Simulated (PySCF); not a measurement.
Fill in the blanks.

C5H8F2Si.
SMILES: `FC(F)[SiH]1CC=CC1`

| property | level | value |
| --- | --- | --- |
| rotational constants A, B, C | PBE0-D3(BJ)/def2-SVP | ? |
| dipole moment | B3LYP/def2-SVPD | 2.57 D |
| HOMO energy | B3LYP/def2-SVPD | -7.15 eV |
| LUMO energy | B3LYP/def2-SVPD | -0.16 eV |
| lowest singlet excitation | TDDFT B3LYP/def2-SVPD | ? |
| strongest line among the 10 lowest singlet transitions | TDDFT B3LYP/def2-SVPD | ? |
| lowest triplet excitation (Tamm–Dancoff) | TDA B3LYP/def2-SVPD | 4.31 eV |
| static isotropic polarisability | B3LYP/def2-SVPD | ? |
| vertical ionisation energy | ΔSCF B3LYP/def2-SVPD | 9.29 eV |
| electronic spatial extent ⟨r²⟩ about the centre of nuclear charge | B3LYP/def2-SVPD | ? |
| 13C chemical shifts (computed TMS as zero) by class | GIAO PBE/pcSseg-1 | 139.1 (2 C), 130.3 (1 C), 16.7 (2 C) ppm |
| 1H chemical shifts (computed TMS as zero) by class | GIAO PBE/pcSseg-1 | ? |
| isotropic shieldings of nuclei other than C and H, by class | GIAO PBE/pcSseg-1 | 309 (2 F), 343 (1 Si) ppm |
| core binding energies | ΔSCF SCAN, pcX-2 on the ionised atom, pcseg-1 elsewhere, spin-free X2C, 2p3/2 from a spin–orbit splitting computed afterwards within the 2p shell | Si2p3/2 106.6, C1s 290.4 (×2), C1s 290.4 (×2), C1s 294.7, F1s 692.8 (×2), Si1s 1846.3 eV |

Gas-phase values; electronic properties from PySCF, density fitting. Isolated species at its PBE0-D3(BJ)/def2-SVP geometry (one conformer only).

(1) What are the 1H chemical shifts (computed TMS as zero) by class?

(2) What is the strongest line among the 10 lowest singlet transitions?

(3) What is the electronic spatial extent ⟨r²⟩ about the centre of nuclear charge?

(4) Give the static isotropic polarisability.

(5) What is the lowest singlet excitation?

(6) What are the rotational constants A, B, C?

## Answers

(1) 6.22 (1 H), 6.13 (2 H), 4.61 (1 H), 1.82 (2 H), 1.69 (2 H) ppm.

(2) S7 at 7.35 eV (169 nm, f = 0.078).

(3) 1211 bohr².

(4) 83.9 au.

(5) 6.42 eV (193 nm, f = 0.005).

(6) 3.045, 1.155, 0.970 GHz.

The ΔSCF ionisation energy exceeds −ε(HOMO) by 2.14 eV with B3LYP. The rotational constants make it an asymmetric top with κ = (2B − A − C)/(A − C) = -0.82, nearer the prolate limit (−1). No computed singlet falls in the visible range (750 to 380 nm, 1.65 to 3.26 eV); S1 lies 3.16 eV above its blue end. The polarisability is 12.44 Å³ as a volume (1 au = 0.148185 Å³), or 1.20 au for each of the 70 electrons.
